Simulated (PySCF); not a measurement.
17O shieldings along a series

GIAO PBE0/pcSseg-1 on GFN2-xTB geometries (PySCF, gas phase, non-relativistic):

```csv
SMILES,HOMO–LUMO gap (eV),σ(O) (ppm)
[H]/N=C(/C=C)S(C)(=O)=O,5.70,132.8
[H]/N=C(\C=C)OC(F)F,6.40,121.8
[H]/N=C(\C=C)C(N)=O,5.21,-58.6
[H]/N=C(/C=C)C=O,4.94,-371.5
[H]/N=C(\C=C)OC,6.56,203.5
```

(1) Fit σ(O) as a line in the HOMO–LUMO gap. How well does it hold?

(2) A further member, `[H]/N=C(\C=C)C(=O)C(F)(F)F`, has x = 5.09. What does the line predict, and what does the calculation give?

Answers

(1) σ = -1612.7 + 280.9 x, with x in eV; correlation +0.86, rms deviation 105.1 ppm, largest 146.2 ppm at `[H]/N=C(/C=C)C=O`. A larger gap weakens the paramagnetic term, which raises σ.

(2) The line gives -182.9 ppm; the calculation -323.5 ppm, a difference of -140.6 ppm, within the usual scatter of the fit.
